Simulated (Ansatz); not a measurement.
`C1[CH2][Zn][O]1`, 8 atoms. Charge 0, multiplicity 1. For Zn the d shell is correlated and the shells below it are frozen. Scalar relativity is left out up to krypton. All runs use 2 threads of an Intel Xeon Platinum 8375C on a shared host. Correlated methods freeze the cores.

(1) Give the basis size and wall time and peak host memory of each of these runs in Ansatz. RKS ωB97M-V/def2-QZVPP energy; RKS CAM-B3LYP-D4/def2-TZVPP energy; RKS PBE0-D4/def2-TZVP frequencies; RKS PBE0-D4/def2-TZVP relaxation (9 steps); RKS r2SCANh-D4/def2-TZVPP energy; RHF-CCSD(T) with 3s3p of Cu, Zn/def2-TZVPP energy; RKS B2PLYP (frozen core with 3s3p of Cu, Zn)/def2-TZVPP energy; RHF-MP2 with 3s3p of Cu, Zn/def2-QZVPP energy; RHF-CCSD(T) with 3s3p of Cu, Zn/def2-SVP energy; RKS ωB97M-V/def2-TZVPP energy and forces; RKS PBE0-D4/def2-SVP energy; RKS PBE0-D4/def2-QZVPP energy. (Estimate.)

Results:

(1) Ansatz gave: Other jobs shared the machine, so times are rough.

```json
{"level": "RKS PBE0-D4/def2-SVP", "job": "energy", "functions": "93", "wall time": "1.8 s", "peak host memory (GiB)": "0.19"}
{"level": "RKS CAM-B3LYP-D4/def2-TZVPP", "job": "energy", "functions": "213", "wall time": "4.4 s", "peak host memory (GiB)": "0.56"}
{"level": "RKS r2SCANh-D4/def2-TZVPP", "job": "energy", "functions": "213", "wall time": "6 s", "peak host memory (GiB)": "0.52"}
{"level": "RHF-CCSD(T) with 3s3p of Cu, Zn/def2-SVP", "job": "energy", "functions": "93", "wall time": "6 s", "peak host memory (GiB)": "0.35"}
{"level": "RKS B2PLYP (frozen core with 3s3p of Cu, Zn)/def2-TZVPP", "job": "energy", "functions": "213", "wall time": "8 s", "peak host memory (GiB)": "0.55"}
{"level": "RKS PBE0-D4/def2-QZVPP", "job": "energy", "functions": "391", "wall time": "11 s", "peak host memory (GiB)": "1.1"}
{"level": "RKS ωB97M-V/def2-TZVPP", "job": "energy and forces", "functions": "213", "wall time": "14 s", "peak host memory (GiB)": "0.72"}
{"level": "RKS ωB97M-V/def2-QZVPP", "job": "energy", "functions": "391", "wall time": "25 s", "peak host memory (GiB)": "1.4"}
{"level": "RHF-MP2 with 3s3p of Cu, Zn/def2-QZVPP", "job": "energy", "functions": "391", "wall time": "27 s", "peak host memory (GiB)": "2"}
{"level": "RKS PBE0-D4/def2-TZVP", "job": "relaxation (9 steps)", "functions": "165", "wall time": "39 s", "peak host memory (GiB)": "0.43"}
{"level": "RHF-CCSD(T) with 3s3p of Cu, Zn/def2-TZVPP", "job": "energy", "functions": "213", "wall time": "94 s", "peak host memory (GiB)": "3.1"}
{"level": "RKS PBE0-D4/def2-TZVP", "job": "frequencies", "functions": "165", "wall time": "2.6 min", "peak host memory (GiB)": "0.45"}
```
